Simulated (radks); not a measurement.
The numbers below are computed, except where a source is named.
Initial-state core-level shifts of neutral cadmium when its valence configuration changes from [Kr] 4d10 5s2. Level of theory: scalar-relativistic Kohn-Sham, PBE, spin-polarised, spherical densities, point nucleus; open shells are filled with parallel spins first (spin-orbit coupling, left out, can overturn this in heavy ions) (a radial shooting solver on a logarithmic mesh with Libxc functionals). Shifts are changes of the shell-averaged eigenvalues in eV (positive: less bound).

valence	1s	3s	4s	4p
4d8 5s2 5p2	-13.581	-13.878	-12.659	-12.209
4d9.5 5s2 5p0.5	-3.447	-3.516	-3.299	-3.205
4d9 5s1 5p2	-8.058	-8.197	-7.726	-7.519
4d9 5s2 5p1	-6.816	-6.959	-6.467	-6.264
4d10 5s1 5p1	-1.734	-1.712	-1.758	-1.764
4d8 5s1 5p3	-14.587	-14.895	-13.678	-13.215
4d10 5p2	-3.396	-3.348	-3.431	-3.442
4d7.5 5s1 5p3.5	-18.256	-18.636	-16.951	-16.351
4d9 5p3	-9.541	-9.661	-9.208	-8.998
